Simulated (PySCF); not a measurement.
# TaN(OH)₂, singlet: computed properties

All numbers come from B3LYP in PySCF with Ta def2-SVP with ECP60, N def2-SVP, O def2-SVP, H def2-SVP; scalar-relativistic core potentials, no spin–orbit coupling; density-fitted integrals.

The structure is a minimum.

```json
{
 "Point group": "Cs",
 "Bond lengths": "O–H 0.966 Å (×2), Ta–N 1.711 Å, Ta–O 1.933 Å (×2)",
 "Bond angles": "H–O–Ta 123.0° (×2), N–Ta–O 104.9° (×2), O–Ta–O 109.8°",
 "Atomisation energy without zero-point energy": "2436 kJ/mol",
 "Enthalpy at 298.15 K above 0 K": "16.39 kJ/mol",
 "Highest occupied level": "-6.59 eV",
 "Principal quadrupole moments (Buckingham, traceless) about the centre of mass": "-16.97, 5.86, 11.11 D Å",
 "Principal polarisabilities": "34.2, 48.9, 54.9 bohr³",
 "Dipole moment": "3.27 D",
 "Entropy at 298.15 K and 1 bar": "318.7 J/(mol K)",
 "Lowest empty level": "-3.28 eV",
 "Zero-point energy": "79.4 kJ/mol",
 "Heat capacity Cp at 298.15 K": "81.1 J/(mol K)",
 "Rotational symmetry number": "1",
 "Rotational constants": "0.2133, 0.1532, 0.114 cm⁻¹"
}
```

Harmonic modes (masses in u: Ta 180.948, N 14.003, O 15.995, H 1.008):
```
symmetry  ω (cm⁻¹)  IR (km/mol)  μ (u)
      a'       159          3.0   5.52
      a'       243         15.5   5.83
     a''       278         14.6   5.28
     a''       540         24.4   1.20
      a'       547          197   1.15
     a''       651          310   3.17
      a'       674          135   4.23
     a''       706          1.6   1.55
      a'       711         19.2   1.43
      a'      1053         53.3  14.87
     a''      3856          208   1.07
      a'      3859          114   1.07
```

Charges (e):
```
atom  Mulliken  Löwdin  polar tensor  Mayer order to Ta1
 Ta1      0.71    0.21          1.60                   –
  N2     -0.31   -0.16         -0.64                3.02
O3,4     -0.43   -0.13         -0.80                1.22
H5,6      0.23    0.11          0.32                0.02
```
Other Mayer orders above 0.3: O–H 0.93 (×2).

Mulliken populations on Ta1 (electrons outside its core potential): s 2.38, p 6.38, d 3.39, f 0.14.

This need not be the most stable arrangement of these atoms. No spin–orbit coupling is included, which matters more the heavier the element.

The final relaxation and frequency run took 69 s on 2 threads of a shared Arm Neoverse V1 host, with 84 basis functions and 21 gradients; the process peaked at 1.3 GiB.
